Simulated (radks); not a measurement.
Initial-state core-level shifts of neutral zirconium when its valence configuration changes from [Kr] 4d2 5s2. All-electron calculation, Dirac Kohn-Sham, LDA (Slater exchange, Perdew-Wang correlation), spin-unpolarised, spherical densities, point nucleus; open shells fill j = l - 1/2 first. Program: a radial shooting solver on a logarithmic mesh with Libxc functionals. Shifts are changes of the shell-averaged eigenvalues in eV (positive: less bound).

valence              2s      2p      3p      4s
4d2 5s1 5p1      -1.178  -1.178  -1.186  -1.180
4d2 5s1.5 5p0.5  -0.602  -0.602  -0.606  -0.603
4d3 5s1          +2.263  +2.248  +2.222  +2.076
4d1 5s1.5 5p1.5  -4.831  -4.810  -4.755  -4.429
4d2.5 5s1.5      +1.230  +1.222  +1.206  +1.119
4d2 5p2          -2.265  -2.263  -2.282  -2.267
4d4              +3.760  +3.734  +3.703  +3.497
4d1 5s2 5p1      -4.253  -4.232  -4.175  -3.864
4d1 5s1 5p2      -5.390  -5.367  -5.316  -4.973
